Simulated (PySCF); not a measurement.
**Potential energy of CsCl along the bond**

Set-up: PySCF, spin-free X2C with a Gaussian nucleus, basis sets Cs x2c-TZVPall, Cl x2c-TZVPall. Energies in eV from Cs + Cl in their ground configurations at the same level. State: ¹Σ⁺ (singlet), closed shell.

All columns are PBE0. A positive dipole means Cs(−)Cl(+).

```tsv
R (Å)	E (eV)	μ (D)	Mulliken charge on Cs (basis-dependent)	HOMO (eV)	LUMO (eV)	Mayer bond order	⟨S²⟩
2.493	-3.825	-7.19	0.60	-6.21	-0.79	0.74	0.00
2.609	-4.171	-8.03	0.63	-6.24	-0.88	0.68	0.00
2.725	-4.356	-8.82	0.66	-6.21	-0.96	0.64	0.00
2.812	-4.419	-9.39	0.67	-6.15	-1.03	0.62	0.00
2.899	-4.434	-9.94	0.68	-6.01	-1.09	0.60	0.00
2.986	-4.414	-10.47	0.69	-5.87	-1.16	0.58	0.00
3.102	-4.348	-11.16	0.70	-5.68	-1.24	0.57	0.00
3.247	-4.225	-12.00	0.71	-5.48	-1.34	0.55	0.00
3.421	-4.045	-12.98	0.72	-5.25	-1.45	0.53	0.00
3.653	-3.785	-14.24	0.73	-4.97	-1.60	0.51	0.00
```

A fit through these points gives, at Re = 2.889 Å, μ = -9.88 D and dμ/dR = -6.24 D/Å; the reduced mass is 27.68 u.

Q: How strong is the fundamental in the double-harmonic approximation, I = 42.26·(dμ/dR)²/μred km/mol?

A: I = 42.26·(-6.24)²/27.68 = 59.4 km/mol at PBE0.

Spin–orbit coupling is left out, which matters for elements this heavy, above all for dissociation energies.
